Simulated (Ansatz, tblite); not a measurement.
Removing and adding an electron: Ca4 (the lowest singlet isomer of a short search). Total charge 0; singlet. Geometry: r2SCAN/def2-TZVP. Ansatz, gas phase; energy differences of separate SCF runs; the oxidised species was run as a doublet alone; the reduced species was run as a doublet alone.

Cartesian coordinates in Å:
```
Ca 1.7203 -1.3848 -0.5863
Ca -1.4236 0.2379 -1.7717
Ca 0.8342 2.0447 0.5871
Ca -1.1310 -0.8978 1.7710
```

The xTB rows come from tblite. The structure comes from a short search, and lower isomers may exist.

Task: Estimate orbital energies and vertical ionisation energies and electron affinities at: GFN1-xTB; GFN2-xTB; PBE/def2-TZVP; PBE/def2-TZVPD; PBE0/def2-TZVP; PBE0/def2-TZVPD.

Result: 
```
          level  −HOMO (eV)  vertical IE (eV)  −LUMO (eV)  vertical EA (eV)  HOMO–LUMO gap (eV)  IE − EA (eV)                       remarks
       GFN1-xTB        6.94              8.47        3.03              1.73                3.91          6.74                             –
       GFN2-xTB        2.48              5.54       -1.55             -3.64                4.03          9.18                             –
  PBE/def2-TZVP        3.37              4.86        2.41                 –                0.96             –                             –
 PBE/def2-TZVPD        3.37                 –        2.41              1.00                0.96             –  HOMO above zero (-1 doublet)
 PBE0/def2-TZVP        3.87              4.84        1.82                 –                2.05             –                             –
PBE0/def2-TZVPD        3.87                 –        1.82              1.00                2.05             –                             –
```

Run but left out: HF/def2-TZVPP (singlet: restricted singlet, unstable towards broken spin symmetry); r2SCAN/def2-TZVP, MP2/def2-TZVPP, CCSD/def2-TZVPP, CCSD(T)/def2-TZVPP (charge +1 doublet: ⟨S²⟩ 1.08 to 1.92, where a pure state has 0.75); r2SCAN/def2-TZVPD (charge -1 doublet: ⟨S²⟩ 1.33, where a pure state has 0.75).   A HOMO above zero means that the electron is unbound at that level or that self-interaction error raises the level; the energy of removing that electron tells which. Raw xTB energy differences between charge states are shifted by several eV; the methods need an empirical correction for them. A negative affinity means that the extra electron isn't bound; its size then hangs on the basis.
